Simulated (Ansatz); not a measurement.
tert-butanol (C₄H₁₀O), singlet, geometry from GFN2-xTB, with bond 7-1 at 1.4 times its length; SC-NEVPT2/STO-3G, CASSCF(6,6) run with Ansatz (an electronic-structure program).

Input for Ansatz:
Ansatz 0.2 input:
```yaml
crystal:
  periodic: [false, false, false]
  atoms:
    - {symbol: C, position_ang: [-0.07779317, -1.37563251, -0.64211986]}
    - {symbol: C, position_ang: [-0.00868010, 0.00183704, 0.02847982]}
    - {symbol: C, position_ang: [-0.51968910, 1.07985272, -0.93518759]}
    - {symbol: C, position_ang: [1.42399412, 0.31134538, 0.46148646]}
    - {symbol: O, position_ang: [-0.78577437, 0.00390224, 1.21750829]}
    - {symbol: H, position_ang: [0.56736787, -1.40496201, -1.51572691]}
    - {symbol: H, position_ang: [0.37095216, -2.45119402, 0.33746966]}
    - {symbol: H, position_ang: [-1.09684847, -1.59748936, -0.95643204]}
    - {symbol: H, position_ang: [-0.51190824, 2.04946242, -0.44289927]}
    - {symbol: H, position_ang: [0.11131488, 1.12918985, -1.81818369]}
    - {symbol: H, position_ang: [-1.53907142, 0.85981306, -1.24971666]}
    - {symbol: H, position_ang: [2.08675530, 0.32795690, -0.39866324]}
    - {symbol: H, position_ang: [1.76498113, -0.44466071, 1.16326041]}
    - {symbol: H, position_ang: [1.45509225, 1.27730030, 0.95774046]}
    - {symbol: H, position_ang: [-1.70121803, -0.18835347, 0.98701467]}
basis:
  gaussian:
    orbitals: STO-3G
magnetization: {spin_polarized: false}
correlation: {method: sc_nevpt2, electrons: all, active_space: {window: {electrons: 6, orbitals: 6}}}
```

### Question
Write the output that Ansatz gives for this input, abridged.

### Answer

```
Functional definition: HF
501 factors; integrals over basis functions are off by at most 3.5e-5 eV
mean field evaluation 1: about -6234.5117 eV, gradient 2.5e1 eV
mean field evaluation 2: about -6234.8471 eV, gradient 2.5e1 eV
mean field evaluation 4: about -6237.0242 eV, gradient 1.5e0 eV
mean field evaluation 8: about -6237.0329 eV, gradient 1.0e-5 eV
mean field -6237.03287602 eV, -229.2067305810 hartree, gradient 9.2e-7 eV, S^2 0.000000; 0 other end points of the search recorded, 0 dependent functions left out
reference -6237.03287602 eV, -229.2067305810 hartree; 21, 21 occupied and 14, 14 virtual orbitals, 501 factors
state -6239.18974931 eV, -229.2859942123 hartree
state -6239.18974931 eV, -229.2859942123 hartree; corrected -6244.61689590 eV, -229.4854381709 hartree
Total energy: -6244.61689590 eV, -229.4854381709 hartree
```
